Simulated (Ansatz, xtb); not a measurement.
**Two isomers of C3H6Te**

We compare a, `C1C[Te]C1`, a singlet, with b, `C[C@@H]1C[Te]1`, a singlet. Both are isolated molecules in the gas phase, relaxed with PBE0-D3(BJ)/def2-SVP.

Energies in hartree; the thermal terms are from PBE0-D3(BJ)/def2-SVP harmonic frequencies (ideal gas, rigid rotor, one conformer each, 298.15 K, 1 atm) and include the zero-point energy:

```
                              a           b
E, CCSD(T)/def2-SVP  −384.573749  −384.581572
    E, MP2/def2-SVP  −384.509009  −384.519499
  E, MP2/def2-TZVPP  −385.091620  −385.102059
  zero-point energy     0.082603     0.081703
       H(298 K) − E     0.088136     0.087680
       G(298 K) − E     0.053510     0.052223
```

Q: Correct the CCSD(T) difference for the basis set by the MP2 change, then work out ΔE, ΔE₀, ΔH and ΔG for a → b in kcal/mol (1 Eh = 627.51 kcal/mol) and the equilibrium ratio [b]/[a].

A: 1. Differences b − a: CCSD(T) −0.007823, MP2 in the small set −0.010490, MP2 in the large set −0.010439 Eh.
2. ΔE = −0.007823 + (−0.010439 − (−0.010490)) = −0.007772 Eh = −4.88 kcal/mol.
3. ΔE₀ = ΔE + ΔZPE = −0.007772 + (−0.000900) Eh = −5.44 kcal/mol.
4. ΔH = ΔE + (−0.000456) Eh = −5.16 kcal/mol.
5. ΔG = ΔE + (−0.001287) Eh = −5.68 kcal/mol, so ΔS = (ΔH − ΔG)/T = +7.3 J/(mol K).
6. kT = 0.9442 mEh, so K = [b]/[a] = exp(−ΔG/kT) = exp(+9.59) ≈ 1.5 × 10^4.

Structure b is favoured at this temperature. An error of 1 kcal/mol in ΔG would change K by a factor of 5.4. HF/STO-3G gave ΔE the other sign. Mirror images and further conformers aren't counted.

As drawn, both hold the same kinds of bond in the same numbers. Structure a has 0 methyl groups, b 1. Structure a has a 4-membered ring, b a 3-membered ring.

Other levels gave ΔE = −1.7 (GFN2-xTB); +15.5 (HF/STO-3G, GFN2-xTB geometries); −6.9 (r2SCAN-D4/def2-SVP, GFN2-xTB geometries); −4.1 (PBE0-D3(BJ)/def2-SVP); −5.2 (HF/def2-SVP); −6.6 (MP2/def2-SVP); −4.9 (CCSD(T)/def2-SVP) kcal/mol. The correlated steps freeze 7 core orbitals; the filled d shell of Te is correlated, in a basis made for valence electrons. Atoms past krypton carry core potentials in the def2 sets, without spin–orbit terms. Programs: Ansatz 0.2.0, xtb 6.7.1.
